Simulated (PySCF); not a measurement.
A TDDFT job was run through a driver script with this input:

```
{"job": {"kind": "uv", "xc": "PBE0", "basis": "def2-SVPD", "nstates": 6, "ntriplets": 2}, "charge": 0, "multiplicity": 1}
C      2.463806    -0.436235    -0.541672
S      2.131817     1.286490    -1.060728
Ge     0.006736     1.408191    -0.488105
O     -0.981835     0.086507    -1.202956
C     -1.832329    -0.466409    -0.227982
C     -1.172692    -0.325874     1.157041
O     -0.366021     0.828545     1.174242
H      3.490896    -0.643758    -0.820756
H      2.344667    -0.520202     0.535092
H      1.791058    -1.110920    -1.063836
H     -0.605238     2.785387    -0.698260
H     -2.790322     0.063141    -0.232781
H     -1.999442    -1.516089    -0.478276
H     -1.933703    -0.227928     1.934557
H     -0.551813    -1.202857     1.370668
```

Output (SCF cycles cut):

```
converged SCF energy = -2743.5613773285

Static polarisability (au): isotropic 90.783, principal 73.874 90.954 107.522

Singlet excitations
state   eV       nm        f      main configurations
  1   5.5247    224.4   0.00511   H->L 0.95
  2   6.1143    202.8   0.00980   H->L+1 0.91
  3   6.2298    199.0   0.00067   H-1->L 0.91
  4   6.3262    196.0   0.00292   H->L+2 0.70, H-2->L 0.24
  5   6.5512    189.3   0.03259   H-1->L+2 0.55, H-2->L 0.16, H-1->L+1 0.15
  6   6.7375    184.0   0.00189   H-1->L+1 0.65, H-1->L+2 0.24

Triplet excitations (Tamm-Dancoff, eV): 5.0894 5.5184
```

Computed, not measured: PySCF, TDDFT PBE0/def2-SVPD, vertical, gas phase, core orbitals frozen in the response. The structure is a single GFN2-xTB conformer in the gas phase; no vibrational or solvent corrections. The PBE0/def2-SVPD calculation is non-relativistic and has no spin–orbit coupling, an omission that weighs most on germanium.

(1) What is the polarisability anisotropy, √(½[(α1 − α2)² + (α2 − α3)² + (α3 − α1)²])?

(2) What is the total energy of state 3 at this geometry?

(3) How many basis functions and electrons does this run hold?

(4) What transition dipole goes with state 5?

(5) What share of the summed oscillator strength falls to the strongest level in this window?

(6) Which species is it?

Answers

(1) 29.14 au.

(2) -2743.56138 + 0.22894 = -2743.33244 hartree.

(3) 235 basis functions for 90 electrons in 45 doubly occupied orbitals.

(4) |μ|² = 3f / (2ΔE) = 3 × 0.0326 / (2 × 0.2408) = 0.203 au, so |μ| = 1.15 D.

(5) State 5 at 189 nm: 0.0326 of 0.0530, or 62%.

(6) `C[S][GeH]1[O]CC[O]1` (C3H8GeO2S), point group C1.

H and L stand for HOMO and LUMO.

Rough CPU time on one thread of a shared machine: about 1.8 min.
